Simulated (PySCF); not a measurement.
Species: C5H9F3Ge.
SMILES with atom numbers: `[F:1][C:2]([F:3])([F:4])[C@@H:5]1[CH2:6][CH2:7][GeH2:8][CH2:9]1` (hydrogens: H10 on C5; H11, H12 on C6; H13, H14 on C7; H15, H16 on Ge8; H17, H18 on C9)

Method: PBE0-D3(BJ)/def2-SVP geometry optimisation, gas phase (PySCF); density fitting, grid level 1; the optimiser is geomeTRIC in internal coordinates, started from a GFN2-xTB structure with every atom displaced at random (about 0.01 Å).

Step 0: E = -69963.4730 eV
```
atom  x, y, z in Å  |  force x, y, z in eV/Å
F1      2.3547   -0.6784   -1.1836   -0.501   0.407   0.177
C2      2.1477   -0.0048   -0.0316    1.514   0.409  -0.339
F3      2.7693   -0.7230    0.9032   -0.126  -0.048   0.422
F4      2.8645    1.1602   -0.1411   -0.984  -0.806   0.068
C5      0.6883    0.2129    0.2902    0.542   0.172   0.334
C6     -0.0485   -1.1156    0.4152    0.102  -0.051   0.633
C7     -1.5075   -0.8365    0.7013   -0.723   0.064  -0.258
Ge8    -1.8994    0.7258   -0.4719    0.446  -0.498   0.514
C9      0.0107    1.0818   -0.7478   -0.074  -0.135  -0.711
H10     0.6597    0.7291    1.2780    0.139  -0.183  -0.290
H11     0.3936   -1.7403    1.2088    0.105   0.000  -0.108
H12     0.0598   -1.6508   -0.5250    0.065  -0.319  -0.443
H13    -2.1566   -1.7068    0.5018    0.104   0.113  -0.009
H14    -1.6677   -0.5604    1.7546    0.023   0.086   0.019
H15    -2.6490    1.8286    0.2163   -0.274   0.575   0.436
H16    -2.6635    0.4158   -1.7230   -0.275  -0.275  -0.692
H17     0.3132    0.7443   -1.7596   -0.157   0.039   0.160
H18     0.2994    2.1254   -0.6724    0.074   0.450   0.087
```

Step 1: E = -69963.5352 eV
```
atom  x, y, z in Å  |  force x, y, z in eV/Å
F1      2.4581   -0.5201   -1.2109    0.139  -0.097   0.036
C2      2.1911    0.0192   -0.0220   -0.829   0.322   0.419
F3      2.8210   -0.6903    0.9195    0.096  -0.109  -0.165
F4      2.6921    1.2583    0.0024    0.609   0.026  -0.178
C5      0.7044    0.1441    0.2593    0.049  -0.030  -0.067
C6     -0.0691   -1.1674    0.4046    0.044  -0.010  -0.025
C7     -1.5319   -0.8226    0.7072    0.013   0.015   0.009
Ge8    -1.8888    0.7348   -0.4545   -0.150   0.086  -0.032
C9      0.0283    1.0273   -0.7979   -0.017   0.055   0.003
H10     0.6719    0.6558    1.2386   -0.021   0.033  -0.041
H11     0.3730   -1.7932    1.1942    0.034  -0.041   0.014
H12     0.0071   -1.7373   -0.5385   -0.007   0.015   0.008
H13    -2.2096   -1.6680    0.5396   -0.052  -0.063  -0.024
H14    -1.6459   -0.5139    1.7597   -0.001  -0.010  -0.025
H15    -2.5589    1.9292    0.2717    0.065  -0.148  -0.041
H16    -2.7122    0.4038   -1.7229    0.107   0.019   0.095
H17     0.2915    0.6706   -1.8058   -0.038  -0.035  -0.016
H18     0.3466    2.0769   -0.7311   -0.042  -0.027   0.031
```

Task: Estimate the geometry and energy of step 2. (The exact step hangs on the optimiser's Hessian estimate; all steps are aligned on step 1, rigid shifts and turns removed.)

Result: E = -69963.5804 eV, largest force 0.382 eV/Å
```
atom  x, y, z in Å  |  force x, y, z in eV/Å
F1      2.4232   -0.5828   -1.1780   -0.149  -0.079  -0.342
C2      2.1837    0.0155   -0.0109    0.150  -0.011   0.019
F3      2.7826   -0.7344    0.9190   -0.054  -0.044   0.294
F4      2.8299    1.1912   -0.0368   -0.219  -0.024   0.037
C5      0.7011    0.1861    0.2651    0.191   0.230  -0.025
C6     -0.0563   -1.1374    0.4079    0.035  -0.102   0.037
C7     -1.5283   -0.8294    0.7001    0.009   0.009   0.004
Ge8    -1.9037    0.7271   -0.4532   -0.043   0.006  -0.009
C9      0.0097    1.0578   -0.7926    0.078  -0.004   0.008
H10     0.6662    0.7049    1.2397   -0.022   0.016   0.005
H11     0.3965   -1.7614    1.1948    0.004   0.001  -0.022
H12     0.0339   -1.7002   -0.5376    0.018   0.012   0.002
H13    -2.1876   -1.6898    0.5187    0.016   0.004  -0.018
H14    -1.6589   -0.5311    1.7528   -0.014  -0.005  -0.001
H15    -2.6016    1.8897    0.2773    0.005  -0.009   0.018
H16    -2.7009    0.3872   -1.7258    0.024  -0.001  -0.017
H17     0.2710    0.7022   -1.8019   -0.012  -0.014   0.002
H18     0.3083    2.1121   -0.7251   -0.017   0.018   0.010
```

The energy changes by -0.0452 eV. The first-order estimate −F·Δx gives -0.1107 eV and the mean of the old and new forces, exact on a quadratic surface, -0.0463 eV. The step makes an angle of 68° with the force vector and moves no atom by more than 0.158 Å.

What follows is the cost of the whole optimisation. Hardware: Arm Neoverse V1, one thread, no GPU (shared host). Cost: 3.7 min, 0.92 GiB resident at most.
